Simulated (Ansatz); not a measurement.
Ansatz (a first-principles code) input (MP2/6-31G*):

Ansatz 0.2 input:
```yaml
crystal:
  periodic: [false, false, false]
  atoms:
    - {symbol: O, position_ang: [0.94913300, 1.62492700, 0.25311200]}
    - {symbol: Si, position_ang: [0.52149900, 0.18375700, -0.44665200]}
    - {symbol: O, position_ang: [1.46518600, -1.05421900, 0.13690900]}
    - {symbol: Si, position_ang: [-1.69966500, -0.43046800, 0.10391400]}
    - {symbol: H, position_ang: [1.31655700, 1.61430600, 1.14384900]}
    - {symbol: H, position_ang: [2.40436900, -1.06293200, -0.06977600]}
    - {symbol: H, position_ang: [-2.60568500, 0.64359300, -0.36716800]}
    - {symbol: H, position_ang: [-1.89416900, -0.61496900, 1.56645100]}
    - {symbol: H, position_ang: [-2.04129400, -1.69171000, -0.59517900]}
basis:
  gaussian:
    orbitals: 6-31G*
magnetization: {spin_polarized: true, initial_magnetization: 1}
correlation: {method: mp2, electrons: outside_noble_gas}
relax: {f_tol: 0.003, max_steps: 120}
```

Output:

```
Functional definition: HF
these checks for a lower state are left out or cut short: cluster_reference
integrals: 0.04 GiB planned
788 factors; integrals over basis functions are off by at most 7.6e-4 eV
mean field: 0.35 GiB planned
mean field evaluation 1: about -19873.6170 eV, gradient 3.1e1 eV
mean field evaluation 2: about -19873.6792 eV, gradient 3.1e1 eV
mean field evaluation 4: about -19877.7691 eV, gradient 2.6e0 eV
mean field evaluation 8: about -19877.8746 eV, gradient 3.1e-1 eV
mean field -19877.87795237 eV, -730.4985410401 hartree, gradient 8.3e-6 eV, S^2 0.757082; 0 other end points of the search recorded, 0 dependent functions left out
12 core orbitals not correlated
reference -19877.87795237 eV, -730.4985410401 hartree; 13, 12 occupied and 53, 54 virtual orbitals, 788 factors
densities: 0.22 GiB planned
second order -13.79143392 eV of doubles, -0.00000000 eV of singles
the calculation of the forces begins
mean field evaluation 16: about -19877.8780 eV, gradient 8.3e-6 eV
relax step   1: F+E_penalty+E_count = -19891.66938630 eV  Δ(F+E_penalty+E_count) = +0.000e0 eV  max|allowed force component| = 6.540e-1 eV/Å  Δτ_max = 0.0000 Å  (41 SCF iters, accepted)
these checks for a lower state are left out or cut short: starts, cluster_reference, orbital_swaps, neighbouring_geometries, increment
integrals: 0.04 GiB planned
788 factors; integrals over basis functions are off by at most 7.7e-4 eV
mean field: 0.35 GiB planned
mean field -19877.85489497 eV, -730.4976936962 hartree, gradient 5.7e-6 eV, S^2 0.756297; 0 other end points of the search recorded, 0 dependent functions left out
12 core orbitals not correlated
reference -19877.85489497 eV, -730.4976936962 hartree; 13, 12 occupied and 53, 54 virtual orbitals, 788 factors
densities: 0.22 GiB planned
second order -13.82723444 eV of doubles, -0.00000000 eV of singles
the calculation of the forces begins
relax step   2: F+E_penalty+E_count = -19891.68212941 eV  Δ(F+E_penalty+E_count) = -1.274e-2 eV  max|allowed force component| = 3.816e-1 eV/Å  Δτ_max = 0.0448 Å  (38 SCF iters, accepted)
these checks for a lower state are left out or cut short: starts, cluster_reference, orbital_swaps, neighbouring_geometries, increment
integrals: 0.04 GiB planned
788 factors; integrals over basis functions are off by at most 7.7e-4 eV
mean field: 0.35 GiB planned
mean field evaluation 32: about -19877.8511 eV, gradient 6.3e-6 eV
mean field -19877.85105969 eV, -730.4975527523 hartree, gradient 6.3e-6 eV, S^2 0.756457; 0 other end points of the search recorded, 0 dependent functions left out
12 core orbitals not correlated
reference -19877.85105969 eV, -730.4975527523 hartree; 13, 12 occupied and 53, 54 virtual orbitals, 788 factors
densities: 0.22 GiB planned
second order -13.83980736 eV of doubles, -0.00000000 eV of singles
the calculation of the forces begins
relax step   3: F+E_penalty+E_count = -19891.69086705 eV  Δ(F+E_penalty+E_count) = -8.738e-3 eV  max|allowed force component| = 2.193e-1 eV/Å  Δτ_max = 0.0356 Å  (39 SCF iters, accepted)
these checks for a lower state are left out or cut short: starts, cluster_reference, orbital_swaps, neighbouring_geometries, increment
integrals: 0.04 GiB planned
788 factors; integrals over basis functions are off by at most 7.7e-4 eV
mean field: 0.35 GiB planned
mean field -19877.83903283 eV, -730.4971107732 hartree, gradient 6.6e-6 eV, S^2 0.756470; 0 other end points of the search recorded, 0 dependent functions left out
12 core orbitals not correlated
reference -19877.83903283 eV, -730.4971107732 hartree; 13, 12 occupied and 53, 54 virtual orbitals, 788 factors
densities: 0.22 GiB planned
second order -13.85496910 eV of doubles, -0.00000000 eV of singles
the calculation of the forces begins
relax step   4: F+E_penalty+E_count = -19891.69400193 eV  Δ(F+E_penalty+E_count) = -3.135e-3 eV  max|allowed force component| = 8.612e-2 eV/Å  Δτ_max = 0.0358 Å  (38 SCF iters, accepted)
these checks for a lower state are left out or cut short: starts, cluster_reference, orbital_swaps, neighbouring_geometries, increment
integrals: 0.04 GiB planned
788 factors; integrals over basis functions are off by at most 7.7e-4 eV
mean field: 0.35 GiB planned
mean field -19877.85001103 eV, -730.4975142146 hartree, gradient 5.9e-6 eV, S^2 0.756219; 0 other end points of the search recorded, 0 dependent functions left out
12 core orbitals not correlated
reference -19877.85001103 eV, -730.4975142146 hartree; 13, 12 occupied and 53, 54 virtual orbitals, 788 factors
densities: 0.22 GiB planned
second order -13.84500343 eV of doubles, -0.00000000 eV of singles
[...]
integrals: 0.04 GiB planned
788 factors; integrals over basis functions are off by at most 7.8e-4 eV
mean field: 0.35 GiB planned
mean field -19877.84162812 eV, -730.4972061484 hartree, gradient 6.4e-6 eV, S^2 0.756222; 0 other end points of the search recorded, 0 dependent functions left out
12 core orbitals not correlated
reference -19877.84162812 eV, -730.4972061484 hartree; 13, 12 occupied and 53, 54 virtual orbitals, 788 factors
densities: 0.22 GiB planned
second order -13.85617278 eV of doubles, -0.00000000 eV of singles
the calculation of the forces begins
relax step   9: F+E_penalty+E_count = -19891.69780090 eV  Δ(F+E_penalty+E_count) = -3.830e-5 eV  max|allowed force component| = 7.374e-2 eV/Å  Δτ_max = 0.0184 Å  (39 SCF iters, accepted)
these checks for a lower state are left out or cut short: starts, cluster_reference, orbital_swaps, neighbouring_geometries, increment
integrals: 0.04 GiB planned
788 factors; integrals over basis functions are off by at most 7.8e-4 eV
mean field: 0.35 GiB planned
mean field -19877.84071959 eV, -730.4971727607 hartree, gradient 2.1e-6 eV, S^2 0.756201; 0 other end points of the search recorded, 0 dependent functions left out
12 core orbitals not correlated
reference -19877.84071959 eV, -730.4971727607 hartree; 13, 12 occupied and 53, 54 virtual orbitals, 788 factors
densities: 0.22 GiB planned
second order -13.85721667 eV of doubles, -0.00000000 eV of singles
the calculation of the forces begins
relax step  10: F+E_penalty+E_count = -19891.69793626 eV  Δ(F+E_penalty+E_count) = -1.354e-4 eV  max|allowed force component| = 1.819e-2 eV/Å  Δτ_max = 0.0071 Å  (33 SCF iters, accepted)
these checks for a lower state are left out or cut short: starts, cluster_reference, orbital_swaps, neighbouring_geometries, increment
integrals: 0.04 GiB planned
788 factors; integrals over basis functions are off by at most 7.8e-4 eV
mean field: 0.35 GiB planned
mean field evaluation 96: about -19877.7517 eV, gradient 3.1e-1 eV
mean field -19877.84058453 eV, -730.4971677971 hartree, gradient 3.0e-6 eV, S^2 0.756228; 0 other end points of the search recorded, 0 dependent functions left out
12 core orbitals not correlated
reference -19877.84058453 eV, -730.4971677971 hartree; 13, 12 occupied and 53, 54 virtual orbitals, 788 factors
densities: 0.22 GiB planned
second order -13.85739760 eV of doubles, -0.00000000 eV of singles
the calculation of the forces begins
relax step  11: F+E_penalty+E_count = -19891.69798213 eV  Δ(F+E_penalty+E_count) = -4.586e-5 eV  max|allowed force component| = 9.521e-3 eV/Å  Δτ_max = 0.0091 Å  (30 SCF iters, accepted)
these checks for a lower state are left out or cut short: starts, cluster_reference, orbital_swaps, neighbouring_geometries, increment
integrals: 0.04 GiB planned
788 factors; integrals over basis functions are off by at most 7.8e-4 eV
mean field: 0.35 GiB planned
mean field -19877.84012914 eV, -730.4971510618 hartree, gradient 2.0e-6 eV, S^2 0.756208; 0 other end points of the search recorded, 0 dependent functions left out
12 core orbitals not correlated
reference -19877.84012914 eV, -730.4971510618 hartree; 13, 12 occupied and 53, 54 virtual orbitals, 788 factors
densities: 0.22 GiB planned
second order -13.85787370 eV of doubles, -0.00000000 eV of singles
the calculation of the forces begins
relax step  12: F+E_penalty+E_count = -19891.69800283 eV  Δ(F+E_penalty+E_count) = -2.071e-5 eV  max|allowed force component| = 6.664e-3 eV/Å  Δτ_max = 0.0058 Å  (31 SCF iters, accepted)
these checks for a lower state are left out or cut short: starts, cluster_reference, orbital_swaps, neighbouring_geometries, increment
integrals: 0.04 GiB planned
788 factors; integrals over basis functions are off by at most 7.8e-4 eV
mean field: 0.35 GiB planned
mean field -19877.83975196 eV, -730.4971372008 hartree, gradient 2.7e-6 eV, S^2 0.756202; 0 other end points of the search recorded, 0 dependent functions left out
12 core orbitals not correlated
reference -19877.83975196 eV, -730.4971372008 hartree; 13, 12 occupied and 53, 54 virtual orbitals, 788 factors
densities: 0.22 GiB planned
second order -13.85826367 eV of doubles, -0.00000000 eV of singles
the calculation of the forces begins
relax step  13: F+E_penalty+E_count = -19891.69801563 eV  Δ(F+E_penalty+E_count) = -1.280e-5 eV  max|allowed force component| = 9.088e-3 eV/Å  Δτ_max = 0.0045 Å  (32 SCF iters, accepted)
these checks for a lower state are left out or cut short: starts, cluster_reference, orbital_swaps, neighbouring_geometries, increment
integrals: 0.04 GiB planned
788 factors; integrals over basis functions are off by at most 7.8e-4 eV
mean field: 0.35 GiB planned
mean field -19877.83959277 eV, -730.4971313508 hartree, gradient 1.5e-6 eV, S^2 0.756192; 0 other end points of the search recorded, 0 dependent functions left out
12 core orbitals not correlated
reference -19877.83959277 eV, -730.4971313508 hartree; 13, 12 occupied and 53, 54 virtual orbitals, 788 factors
densities: 0.22 GiB planned
second order -13.85843161 eV of doubles, -0.00000000 eV of singles
the calculation of the forces begins
relax step  14: F+E_penalty+E_count = -19891.69802438 eV  Δ(F+E_penalty+E_count) = -8.747e-6 eV  max|allowed force component| = 9.259e-3 eV/Å  Δτ_max = 0.0057 Å  (32 SCF iters, accepted)
these checks for a lower state are left out or cut short: starts, cluster_reference, orbital_swaps, neighbouring_geometries, increment
integrals: 0.04 GiB planned
788 factors; integrals over basis functions are off by at most 7.8e-4 eV
mean field: 0.35 GiB planned
mean field evaluation 128: about -19877.7515 eV, gradient 2.5e-1 eV
mean field -19877.84006496 eV, -730.4971487033 hartree, gradient 1.5e-6 eV, S^2 0.756186; 0 other end points of the search recorded, 0 dependent functions left out
12 core orbitals not correlated
reference -19877.84006496 eV, -730.4971487033 hartree; 13, 12 occupied and 53, 54 virtual orbitals, 788 factors
densities: 0.22 GiB planned
second order -13.85796381 eV of doubles, -0.00000000 eV of singles
the calculation of the forces begins
relax step  15: F+E_penalty+E_count = -19891.69802877 eV  Δ(F+E_penalty+E_count) = -4.387e-6 eV  max|allowed force component| = 2.539e-3 eV/Å  Δτ_max = 0.0017 Å  (32 SCF iters, accepted)
these checks for a lower state are left out or cut short: cluster_reference
integrals: 0.04 GiB planned
788 factors; integrals over basis functions are off by at most 7.8e-4 eV
mean field: 0.35 GiB planned
mean field -19877.84006496 eV, -730.4971487033 hartree, gradient 1.5e-6 eV, S^2 0.756186; 1 other end points of the search recorded, 0 dependent functions left out
12 core orbitals not correlated
reference -19877.84006496 eV, -730.4971487033 hartree; 13, 12 occupied and 53, 54 virtual orbitals, 788 factors
densities: 0.22 GiB planned
second order -13.85796381 eV of doubles, -0.00000000 eV of singles
the calculation of the forces begins
Total energy: -19891.69802877 eV, -731.0064194800 hartree
Atom 0 at     1.001552     1.641113     0.244146 Å, force    -0.000006     0.000297     0.001001 eV/Å
Atom 1 at     0.531938     0.180082    -0.439103 Å, force    -0.000698    -0.000433    -0.002539 eV/Å
Atom 2 at     1.461395    -1.101514     0.125131 Å, force    -0.001824     0.000040     0.001247 eV/Å
Atom 3 at    -1.672339    -0.417692     0.102261 Å, force    -0.000051    -0.000084     0.000819 eV/Å
Atom 4 at     1.167897     1.625841     1.203120 Å, force    -0.000164     0.000123     0.000140 eV/Å
Atom 5 at     2.397922    -1.092522    -0.133768 Å, force     0.001686    -0.000075    -0.000507 eV/Å
Atom 6 at    -2.592722     0.642542    -0.385474 Å, force     0.000783     0.000152     0.000072 eV/Å
Atom 7 at    -1.860767    -0.565765     1.572601 Å, force     0.000070     0.000180     0.000055 eV/Å
Atom 8 at    -2.018944    -1.699798    -0.563453 Å, force     0.000204    -0.000200    -0.000288 eV/Å
Dipole moment:     0.289623    -0.036119     0.145974 e Å
Checks for a lower state left out: cluster_reference
```

The geometry given is a B3LYP-D3(BJ)/def2-TZVP minimum.
